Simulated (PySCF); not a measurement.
Sb(F)3 cation (F3Sb), SMILES [F][Sb]([F])[F] (connectivity only; charge and spin as stated), charge +1, multiplicity 2. Atoms are numbered in the order given.

```xyz
4

Sb     0.0000     0.0000     0.2590
F     -1.5108    -0.8723    -0.4891
F      0.0000     1.7445    -0.4891
F      1.5108    -0.8723    -0.4891
```
Charge +1, spin multiplicity 2.

The structure is a stationary point at B3LYP-D3(BJ)/def2-SVP. The spin state was assumed, not searched. The isomer is the one that the SMILES or the coordinates give; other isomers of the formula were not compared. The def2 effective core potentials stand for the cores of Sb; spin–orbit coupling is left out.

Method: C-PCM-B3LYP/def2-SVP (PySCF).

The values are the electrostatic part of the solvation free energy, E(continuum) − E(gas) at the gas-phase geometry, in a cavity of scaled van der Waals radii (PySCF's table); cavitation and dispersion terms are not included. A continuum can't describe solvent molecules that bind to the metal.

### Question
Estimate the values in water (ε = 78.36), methanol (ε = 32.61), N,N-dimethylformamide (ε = 37.22). (The exact figures need the calculation; the answer reports its results.)

### Answer

```json
[
 {"solvent": "water", "ε": "78.36", "ΔG(elec) (kcal/mol)": "-72.0"},
 {"solvent": "methanol", "ε": "32.61", "ΔG(elec) (kcal/mol)": "-70.7"},
 {"solvent": "N,N-dimethylformamide", "ε": "37.22", "ΔG(elec) (kcal/mol)": "-71.0"}
]
```
